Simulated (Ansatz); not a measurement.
C7H17AlO3 (`C[O][Al]([O]C(C)C)[O]C(C)C`). Total charge 0; spin multiplicity 1. The geometry is a stationary point of PBE0-D4/def2-TZVP. It is one conformer, not always the lowest.

```xyz
28

C     3.239   -0.262    1.568
O     2.407   -0.015    0.469
Al    0.751    0.239    0.324
O    -0.196    0.215    1.709
C    -1.570    0.322    2.002
C    -1.766    0.059    3.481
C    -2.383   -0.627    1.142
O     0.069    0.536   -1.183
C     0.550    0.585   -2.507
C    -0.622    0.844   -3.432
C     1.284   -0.695   -2.862
H     2.684   -0.301    2.513
H     3.996    0.525    1.650
H     3.759   -1.216    1.438
H    -1.896    1.350    1.785
H    -1.458   -0.961    3.725
H    -2.814    0.181    3.764
H    -1.163    0.749    4.074
H    -3.451   -0.533    1.356
H    -2.086   -1.662    1.340
H    -2.228   -0.416    0.081
H     1.255    1.423   -2.596
H    -1.337    0.018   -3.373
H    -1.137    1.763   -3.146
H    -0.288    0.940   -4.468
H     1.668   -0.655   -3.884
H     0.605   -1.550   -2.784
H     2.128   -0.854   -2.186
```

Question: What is the dipole moment at PBE/def2-TZVPP? (An estimate is asked.)

Answer: Computed: 0.15 D, with components (-0.13, 0.01, -0.07) D in this frame, pointing from negative to positive charge.

Question: And with r2SCAN, B3LYP, ωB97M-V? (Estimate.)

Answer: Ansatz gave: r2SCAN 0.16 D, B3LYP 0.14 D, ωB97M-V 0.15 D.

Question: Give the Mulliken charges with PBE, r2SCAN, ωB97M-V in def2-TZVPP. (Estimate.)

Answer: Ansatz gave: 
| atom | PBE | r2SCAN | ωB97M-V |
| --- | --- | --- | --- |
| C1 | -0.13 | 0.02 | -0.16 |
| O2 | -0.31 | -0.39 | -0.37 |
| Al3 | 0.43 | 0.60 | 0.58 |
| O4 | -0.28 | -0.37 | -0.34 |
| C5 | 0.16 | 0.24 | 0.09 |
| C6 | -0.24 | -0.14 | -0.29 |
| C7 | -0.25 | -0.16 | -0.32 |
| O8 | -0.29 | -0.38 | -0.34 |
| C9 | 0.16 | 0.23 | 0.09 |
| C10 | -0.24 | -0.14 | -0.30 |
| C11 | -0.25 | -0.16 | -0.32 |
| H12 | 0.09 | 0.05 | 0.11 |
| H13 | 0.09 | 0.05 | 0.11 |
| H14 | 0.09 | 0.05 | 0.11 |
| H15 | 0.04 | -0.01 | 0.07 |
| H16 | 0.07 | 0.04 | 0.10 |
| H17 | 0.07 | 0.03 | 0.09 |
| H18 | 0.08 | 0.05 | 0.11 |
| H19 | 0.07 | 0.04 | 0.10 |
| H20 | 0.07 | 0.04 | 0.10 |
| H21 | 0.09 | 0.06 | 0.11 |
| H22 | 0.04 | -0.01 | 0.07 |
| H23 | 0.07 | 0.04 | 0.10 |
| H24 | 0.08 | 0.05 | 0.11 |
| H25 | 0.07 | 0.04 | 0.09 |
| H26 | 0.07 | 0.04 | 0.10 |
| H27 | 0.07 | 0.04 | 0.10 |
| H28 | 0.09 | 0.06 | 0.11 |

B3LYP here is the variant with VWN-RPA as its local correlation; programs differ in this.
